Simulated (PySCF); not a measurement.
B(Me)(OH)(SeH) (CH5BOSe), SMILES CB(O)[SeH].

Geometry optimised at B3LYP-D3(BJ)/def2-SVP. This is a generated structure with no PubChem entry under its InChIKey; it may be hypothetical. One conformer was computed; it need not be the lowest.

Method: PySCF with PBE/def2-TZVP.

Isolated molecule, no solvent.

```json
{
  "total_energy": "-2542.34362 hartree",
  "point_group": "Cs",
  "highest_occupied_level": "-5.88 eV",
  "lowest_empty_level": "-0.75 eV",
  "orbital_gap": "5.13 eV",
  "dipole_moment": "2.24 D",
  "quadrupole, principal values (traceless, Buckingham form, about the centre of nuclear charge)": "-4.82, -2.28, 7.10 D·Å",
  "mean_static_polarisability": "59.4 bohr³ (8.81 Å³)",
  "polarisability_principal_values": "46.3, 56.6, 75.3 bohr³"
}
```
